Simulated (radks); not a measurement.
The nuclear charge of the zinc ion Zn2+ is varied continuously with 28 electrons held in [Ar] 3d10. All-electron calculation, non-relativistic Kohn-Sham, r2SCAN, spin-polarised, spherical densities, point nucleus; meta-GGA in the generalised Kohn-Sham scheme. Program: a radial shooting solver on a logarithmic mesh with Libxc functionals. By the Hellmann-Feynman theorem dE/dZ = E(electron-nucleus)/Z, the electronic potential at the nucleus.

| Z | E (hartree) | E(electron-nucleus)/Z (hartree) | HOMO | e(HOMO) (eV) | <r> HOMO (bohr) |
|---|---|---|---|---|---|
| 29 | -1640.22118 | -135.111 | 3d | -13.734 | 1.001 |
| 29.5 | -1708.54888 | -138.197 | 3d | -21.903 | 0.9289 |
| 30 | -1778.41567 | -141.268 | 3d | -31.278 | 0.8707 |
| 30.5 | -1849.81501 | -144.328 | 3d | -41.755 | 0.8219 |
| 31 | -1922.74193 | -147.379 | 3d | -53.259 | 0.7802 |

The central difference of E at Z = 30 is -141.266 hartree, to compare with the third column; the second derivative is -6.13 hartree.
